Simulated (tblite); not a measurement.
Species: C3H8NO2Si2 (doublet state).
Atom-mapped SMILES: `[NH2:1][C:2](=[O:3])[Si@@H:4]1[CH:5][CH2:6][SiH2:7][O:8]1` (hydrogens: H9, H10 on N1; H11 on Si4; H12 on C5; H13, H14 on C6; H15, H16 on Si7)

The geometry is computed with GFN2-xTB (gas phase). This method treats the open shell by occupation alone, without spin polarisation.

Question: Give the optimised bond lengths and angles.

Answer: 
```json
{"bond": "N1–C2", "length (Å)": "1.347", "order": "single"}
{"bond": "C2=O3", "length (Å)": "1.215", "order": "double"}
{"bond": "C2–Si4", "length (Å)": "1.922", "order": "single"}
{"bond": "Si4–C5", "length (Å)": "1.836", "order": "single"}
{"bond": "C5–C6", "length (Å)": "1.486", "order": "single"}
{"bond": "C6–Si7", "length (Å)": "1.916", "order": "single"}
{"bond": "Si7–O8", "length (Å)": "1.628", "order": "single"}
{"bond": "Si4–O8", "length (Å)": "1.662", "order": "single"}
{"bond": "N1–H9", "length (Å)": "1.004", "order": "single"}
{"bond": "N1–H10", "length (Å)": "1.009", "order": "single"}
{"bond": "Si4–H11", "length (Å)": "1.461", "order": "single"}
{"bond": "C5–H12", "length (Å)": "1.079", "order": "single"}
{"bond": "C6–H13", "length (Å)": "1.094", "order": "single"}
{"bond": "C6–H14", "length (Å)": "1.096", "order": "single"}
{"bond": "Si7–H15", "length (Å)": "1.461", "order": "single"}
{"bond": "Si7–H16", "length (Å)": "1.457", "order": "single"}
```

Orders are formal, as drawn. A selection of angles:
```json
{"angle": "C2–N1–H9", "degrees": "119.9"}
{"angle": "C2–N1–H10", "degrees": "120.2"}
{"angle": "H9–N1–H10", "degrees": "119.4"}
{"angle": "N1–C2–O3", "degrees": "122.8"}
{"angle": "N1–C2–Si4", "degrees": "115.9"}
{"angle": "O3–C2–Si4", "degrees": "121.3"}
{"angle": "C2–Si4–C5", "degrees": "114.9"}
{"angle": "C2–Si4–O8", "degrees": "106.3"}
{"angle": "C2–Si4–H11", "degrees": "109.7"}
{"angle": "C5–Si4–O8", "degrees": "98.2"}
{"angle": "C5–Si4–H11", "degrees": "119.8"}
{"angle": "O8–Si4–H11", "degrees": "105.9"}
{"angle": "Si4–C5–C6", "degrees": "114.4"}
{"angle": "Si4–C5–H12", "degrees": "127.1"}
{"angle": "C6–C5–H12", "degrees": "118.4"}
{"angle": "C5–C6–Si7", "degrees": "107.5"}
{"angle": "C5–C6–H13", "degrees": "110.9"}
{"angle": "C5–C6–H14", "degrees": "108.9"}
{"angle": "Si7–C6–H13", "degrees": "114.7"}
{"angle": "Si7–C6–H14", "degrees": "110.0"}
{"angle": "H13–C6–H14", "degrees": "104.8"}
{"angle": "C6–Si7–O8", "degrees": "99.8"}
{"angle": "C6–Si7–H15", "degrees": "113.5"}
{"angle": "C6–Si7–H16", "degrees": "112.9"}
{"angle": "O8–Si7–H15", "degrees": "106.4"}
{"angle": "O8–Si7–H16", "degrees": "107.8"}
{"angle": "H15–Si7–H16", "degrees": "114.8"}
{"angle": "Si4–O8–Si7", "degrees": "119.1"}
```

Torsions: N1–C2–Si4–C5 96° (anticlinal); C2–Si4–C5–C6 -123° (anticlinal); Si4–C5–C6–Si7 9° (synperiplanar); C5–C6–Si7–O8 -3° (synperiplanar); C6–Si7–O8–Si4 -4° (synperiplanar); C2–Si4–O8–Si7 128° (anticlinal).

The C–Si distances run from 1.836 Å (Si4–C5, drawn single) to 1.922 Å (C2–Si4, drawn single), a spread of 0.086 Å. C2 (carbon bonded to N, O and Si) is planar (angles 122.8°, 121.3° and 115.9°, sum 360.0°, 0.01 Å off the plane of its three neighbours). Of the pairs four or more bonds apart, O8···H9 is among the closest relative to their van der Waals radii: 2.47 Å, 91 % of the sum of Bondi's values. N1 (nitrogen bonded to C and 2 H) is planar (angles 120.2°, 119.9° and 119.4°, sum 359.4°, 0.05 Å off the plane of its three neighbours). Si4 (silicon bonded to 2 C, O and H) is distorted tetrahedral (angles from 98.2° to 119.8°). Si7 (silicon bonded to C, O and 2 H) is distorted tetrahedral (angles from 99.8° to 114.8°). C5 (carbon bonded to C, Si and H) is planar (angles 127.1°, 118.4° and 114.4°, sum 359.9°, 0.02 Å off the plane of its three neighbours).

Point group: C1 (no symmetry element, even within 0.4 Å). Its GFN2-xTB frequencies are all real (lowest 42 cm⁻¹). Torsions: H–N1–C2–O3 -175° and -4°, N1–C2–Si4–C5 96°.

Hardware: one thread of an Arm Neoverse V2 (shared host). Cost: 1.5 s. That covers the optimisation of the geometry.

One conformer stands for the species.
